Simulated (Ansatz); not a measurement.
Born–Oppenheimer molecular dynamics of CH$_{5}$Ga (7 atoms, charge 0, multiplicity 1). It starts at the highest image of a converged band. Of that band: Neighbouring images differ by up to 2.1 eV, so the band resolves the path poorly. A vibrational analysis at the climbing image gives one clearly imaginary mode, 1236i cm⁻¹: a first-order saddle point.

All numbers below come from Ansatz 0.2.0, RKS PBE0/def2-SVP.

```json
{
 "ensemble": "NVE (velocity Verlet)",
 "time step": "0.5 fs",
 "steps asked": "200",
 "starting velocities drawn for": "300 K",
 "seed": "2683"
}
```

First frame:

```xyz
7
Properties=species:S:1:pos:R:3
Ga 0.397 -0.061 -0.515
C 1.178 -0.018 1.653
H 0.446 -0.653 2.177
H 2.196 -0.340 1.913
H 1.044 1.039 1.932
H 1.780 -0.474 0.051
H -0.986 0.507 -0.073
```

What does the run give?

All steps were run.

```json
{
  "steps done": "200",
  "time covered": "100 fs",
  "mean temperature over the second half": "2210 K",
  "spread of the potential energy over the second half": "67.9 meV per atom",
  "mean potential energy of the second half above the start": "-176.5 meV per atom"
}
```

The conserved energy stayed within 0.73 meV per atom of its start (net change 0.068 meV per atom), so the integration is sound. The kinetic energy rose, since the run started high on the potential surface and went downhill. A run of 0.1 ps of so small a system gives no equilibrium averages. The orbitals stay closed-shell, which can raise the energy where a bond breaks towards radicals; this wasn't checked here.

What happens to the structure?

Between its relaxed ends the band would form C2–H6 and break Ga1–C2, Ga1–H6. These pairs go: C2–H6 1.77 → 2.09 Å, Ga1–C2 2.31 → 1.93 Å, Ga1–H6 1.55 → 1.47 Å. In the last frame they stand as before the step (other bonds may differ from the relaxed reactants and products). It ends as one piece, CH5Ga. Pairs count as bonded within 1.25 times the sum of covalent radii (0.12 Å more for H–H). Another seed would give other details.

How do temperature and energy run in time?


```csv
time (fs),T (K),potential energy less start (eV),conserved less start (meV/atom)
0,300,0.000,0.00
5,188,0.072,0.03
10,194,0.069,0.07
15,947,-0.417,0.13
20,2848,-1.648,-0.15
25,3480,-2.056,-0.15
30,2630,-1.507,-0.12
35,1335,-0.668,0.10
40,2391,-1.353,-0.15
45,2956,-1.718,-0.24
50,1709,-0.910,0.06
55,2183,-1.219,-0.30
60,1376,-0.692,0.44
65,2711,-1.560,-0.20
70,2006,-1.102,0.09
75,3057,-1.785,-0.46
80,1249,-0.613,0.11
85,1222,-0.596,-0.05
90,2226,-1.244,0.00
95,3781,-2.252,-0.39
100,2198,-1.226,0.07
```

Run time: 3.8 min on 1 thread of Intel(R) Xeon(R) 6975P-C (Granite Rapids) (shared host), peak memory 0.15 GiB.
